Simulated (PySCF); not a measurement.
Isomers of C2H9FSi4, mass 163.977 u with the commonest isotopes. Theory: CAM-B3LYP/def2-SVPD in PySCF (dipole) on a GFN2-xTB geometry, gas phase. One conformer each, none proved a minimum here; rigid rotors.

**Question.** Order these by rotational constant B, smallest first.
A. `C1(=C[Si@H]([SiH3])[Si@@H]1F)[SiH3]`
B. `[CH:1]#[C:2][Si@@H:3]([F:4])[SiH2:5][SiH2:6][SiH3:7]` with C2–Si3–Si5–Si6 -52°, Si3–Si5–Si6–Si7 -53°
C. `[CH:1]#[C:2][SiH2:3][Si:4]([F:5])([SiH3:6])[SiH3:7]` with C2–Si3–Si4–F5 180°

**Answer.** A (666.5 MHz), B (682.4 MHz), C (793.1 MHz).

**Question.** Order these by rotational constant C, largest first.
A. `[CH:1]#[C:2][Si@@H:3]([F:4])[SiH2:5][SiH2:6][SiH3:7]` with C2–Si3–Si5–Si6 -52°, Si3–Si5–Si6–Si7 -53°
B. `[CH:1]#[C:2][SiH2:3][Si:4]([F:5])([SiH3:6])[SiH3:7]` with C2–Si3–Si4–F5 180°
C. `F[Si@@H]1C([SiH3])=C[Si@@H]1[SiH3]`
D. `[CH:1]#[C:2][SiH2:3][Si@H:4]([F:5])[SiH2:6][SiH3:7]` with C2–Si3–Si4–F5 157°, Si3–Si4–Si6–Si7 -95°

**Answer.** B (693.3 MHz), A (643.7 MHz), C (562.5 MHz), D (518.6 MHz).

**Question.** Order these by rotational constant A, smallest first.
A. `C1([Si@@H](F)[Si@@H]([SiH3])C=1)[SiH3]`
B. `[CH:1]#[C:2][SiH2:3][Si:4]([F:5])([SiH3:6])[SiH3:7]` with C2–Si3–Si4–F5 180°
C. `[CH:1]#[C:2][SiH2:3][Si@H:4]([F:5])[SiH2:6][SiH3:7]` with C2–Si3–Si4–F5 157°, Si3–Si4–Si6–Si7 -95°
D. `[CH:1]#[C:2][Si@@H:3]([F:4])[SiH2:5][SiH2:6][SiH3:7]` with C2–Si3–Si5–Si6 -52°, Si3–Si5–Si6–Si7 -53°

**Answer.** B (1170 MHz), C (1221 MHz), D (1390 MHz), A (1868 MHz).

```
                            SMILES  point group  Ia (u·Å²)  Ib (u·Å²)  Ic (u·Å²)      κ  μa (D)  μb (D)  μc (D)
F[Si@@H]1C([SiH3])=C[Si@@H]1[SiH3]           C1     270.55     758.22     898.40  -0.84    0.47    1.36    1.17
    C#C[SiH2][Si](F)([SiH3])[SiH3]           Cs     431.94     637.21     728.90  -0.58    0.75    0.00    1.37
    C=C[Si]1(F)[SiH2][SiH2][SiH2]1           Cs     269.94     633.62     736.90  -0.81    0.04    0.00    1.53
   C#C[Si@@H](F)[SiH2][SiH2][SiH3]           C1     363.52     740.61     785.17  -0.90    0.04    0.93    1.55
    C#C[SiH2][Si@H](F)[SiH2][SiH3]           C1     413.99     644.22     974.58  -0.24    0.64    1.63    0.13
```
